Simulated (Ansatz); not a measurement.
Relaxation of C2H9NSi (13 atoms, charge 0, multiplicity 1), to a largest force component of 0.03 eV/Å in at most 50 steps.

All numbers below come from RKS revPBE/def2-SVP (Ansatz).

```xyz
13
Properties=species:S:1:pos:R:3
Si 0.208 -0.004 -0.013
N 0.747 -0.244 1.673
H 0.079 -0.244 2.452
H 1.547 0.343 1.929
H 1.609 0.107 -0.430
C -0.805 1.552 -0.435
H -1.841 1.488 -0.035
H -0.333 2.466 -0.014
H -0.883 1.688 -1.537
C -0.696 -1.545 -0.643
H -1.624 -1.721 -0.054
H -0.998 -1.438 -1.709
H -0.054 -2.447 -0.547
```

Question: Where does it end, and by what steps?

Answer: It converged. After 7 steps the energy has fallen by 0.197 eV; H5 moved furthest, 0.34 Å.

| step | energy less start (eV) | largest force component (eV/Å) | accepted |
| --- | --- | --- | --- |
| 0 | 0.0000 | 1.117 | yes |
| 1 | -0.1643 | 0.439 | yes |
| 2 | -0.1823 | 0.227 | yes |
| 3 | -0.1595 | 0.775 | no |
| 4 | -0.1935 | 0.046 | yes |
| 5 | -0.1951 | 0.149 | yes |
| 6 | -0.1961 | 0.093 | yes |
| 7 | -0.1966 | 0.021 | yes |

```xyz
13
Properties=species:S:1:pos:R:3
Si 0.278 0.002 -0.027
N 0.723 -0.240 1.664
H -0.036 -0.405 2.335
H 1.376 0.435 2.073
H 1.586 0.134 -0.770
C -0.765 1.555 -0.402
H -1.750 1.520 0.111
H -0.244 2.478 -0.068
H -0.958 1.655 -1.491
C -0.664 -1.541 -0.607
H -1.618 -1.662 -0.052
H -0.914 -1.475 -1.686
H -0.059 -2.457 -0.445
```

Whether the end is a true minimum wasn't checked by a vibrational analysis.

Run time: 14 s on 2 threads of Arm Neoverse V2 (shared host), peak memory 0.14 GiB.
